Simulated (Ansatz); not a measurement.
Reaction (ligand exchange at the Al–C bond): `CC[CH](C)[AlH2]` + `C=C[SiH2]S` → `C=C[SiH2][S][AlH2]` + `CCCC`

Program: Ansatz. Geometries: PBE0-D4/def2-TZVP. ΔE: electronic, gas phase. CCSD(T)/CBS adds triple-zeta CCSD(T) − MP2 to the extrapolated MP2 energy (def2 sets, frozen cores). DFT in def2-TZVPP. One conformer a species, not always the lowest.

```csv
level,ΔE (kcal/mol),difference from CCSD(T)/CBS
PBE-D4,-35.4,1.4
PBE0-D4,-36.5,0.3
ωB97M-V,-35.7,1.1
PBE,-35.3,1.5
r2SCAN,-37.0,-0.2
PBE0,-36.4,0.4
MP2/def2-TZVPP,-37.0,-0.2
SCS-MP2/def2-TZVPP,-36.6,0.2
CCSD/def2-TZVPP,-36.2,0.6
HF/def2-QZVPP,-38.4,-1.6
CCSD(T)/CBS,-36.8,0
```

Largest T1 diagnostic among the species: 0.012.

In def2-TZVPP, CCSD(T) changes the Hartree–Fock value by +2.5 kcal/mol (the triples alone add +0.1 kcal/mol) and MP2 by +1.6 kcal/mol. From PBE to PBE0 (25 % exact exchange), in def2-TZVPP and without D4, ΔE moves by −1.1 kcal/mol.
